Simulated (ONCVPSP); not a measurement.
**Pseudopotentials across the periodic table**

Generated with ld1.x 7.5 (TM, RRKJ, ultrasoft, PAW), atompaw 4.2 or ONCVPSP 4.0.1. The cutoff is in Ry: for ld1.x and atompaw files where the sum of valence levels is converged to 10 mRy in a Bessel basis, for ONCV files where the hardest occupied wave has 1 mHa per electron of residual kinetic energy. The error is the largest all-electron minus pseudo excitation energy over each file’s own four to seven test configurations (ionisations up to +4, promotions, holes and added fractions of an electron), all of which were solved. The labels leave out finer settings (local radius, basis sizes, second energies), which also bear on the numbers. Spin-polarised tests are not counted. The rows are a selection from randomly drawn settings: files with unsolved tests, undetermined cutoffs or missed reference levels are left out.

A true bound ghost makes a file unfit for plane-wave use even where its test errors are small: the radial tests pick states by their node count and pass the ghost by.

```csv
element,potential,cutoff (Ry),largest error (meV),bound ghosts
Mg,"ONCV, PBE, scalar-relativistic, rc 1.40/0.70/1.40 (spd), local smoothed, core correction yes, reference 2s2 2p6 3s1.5, qcut 7.1/20.7/6.5, projectors 2/1/2",294,+48,none
Ti,"ONCV, PBE, scalar-relativistic, rc 1.45/1.50/1.40 (spd), local smoothed, core correction no, reference 3s2 3p6 3d2 4s2, qcut 9.4/9/11.4, projectors 2/1/1",88,+13,none
Nb,"ONCV, PBE, scalar-relativistic, rc 1.85/2.45/1.85 (spd), local d, core correction yes, reference 4s2 4p6 4d4 5p1, qcut 5.6/6.9/9.4, projectors 2/2/0",38,-53,none
In,"ONCV, PBEsol, scalar-relativistic, rc 2.30/2.60/1.50 (spd), local smoothed, core correction no, reference 4d10 5s1 5p2, qcut 3.3/3.1/12.3, projectors 2/2/2",85,-10,s
Pt,"ONCV, revPBE, scalar-relativistic, rc 1.65/1.85/1.65 (spd), local smoothed, core correction yes, reference 5s2 5p6 5d9 6s1, qcut 9.5/8.4/6.1, projectors 3/2/2",56,-18,none
Pt,"ONCV, PBE, scalar-relativistic, rc 1.60/1.05/1.65 (spd), local smoothed, core correction yes, reference 5s2 5p6 5d9, qcut 5.7/8.1/5, projectors 2/1/1",137,+2.6,none
```

Question: Fill in the row for Cu: ONCV, LDA (Perdew-Wang 92), scalar-relativistic, rc 2.06/0.66/1.18/1.76 (spdf), local smoothed, core correction yes, reference 3p6 3d9 4s2, qcut 2.2/12.4/12.3/4.9, projectors 1/2/2/2.

Answer: cutoff 177 Ry, largest error +45 meV, bound ghosts: s.

Question: Fill in the row for Ru: ONCV, PBE, scalar-relativistic, rc 1.95/1.40/1.50 (spd), local smoothed, core correction yes, reference 4s2 4p6 4d7 5s1, qcut 5.4/10.9/7, projectors 2/2/2.

Answer: cutoff 72 Ry, largest error -6.0 meV, bound ghosts: none.

Question: Fill in the row for Sn: ONCV, PBEsol, fully relativistic, rc 1.20/1.70/1.50 (spd), local smoothed, core correction yes, reference 4s2 4p6 4d10 5s2 5p2, qcut 8/8.8/12, projectors 2/3/2.

Answer: cutoff 85 Ry, largest error -1.6 meV, bound ghosts: none.
